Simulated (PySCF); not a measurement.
# Ionisation energy of Sm⁶⁰⁺ by level of theory

Sm⁶⁰⁺ 1s2 (1S) → Sm⁶¹⁺ 1s1 (2S), as a difference of total energies. Computed with PySCF 2.14 in an even-tempered Gaussian basis (17 s from 150 bohr⁻², ratio 2.2; 7 p from 230 bohr⁻², ratio 2.4; 4 d from 690 bohr⁻², ratio 2.4; 3 f from 1000 bohr⁻², ratio 2.4; 3 g from 1500 bohr⁻², ratio 2.4), with the spin-free X2C one-electron Hamiltonian (Gaussian nucleus). Correlated levels: nothing frozen; virtual orbitals above 40 to 60 times the deepest correlated orbital energy dropped. The calculations carry no spin-orbit coupling.

```csv
method,ionisation energy (eV),difference from reference (eV)
UHF,54096.5,+110.4
MP2 (all electrons),54098.2,+112.1
SCS-MP2 (all electrons),54098.6,+112.5
CCSD (all electrons),54098.2,+112.1
```

Reference: 53986.12 ± 0.07 eV (theoretical estimate listed by NIST; NIST Atomic Spectra Database, ionization energies).

For this ion Breit and QED terms and the two-electron picture change, all absent here, outweigh the differences among the correlated methods.

With two correlated electrons CCSD is exact in that space.
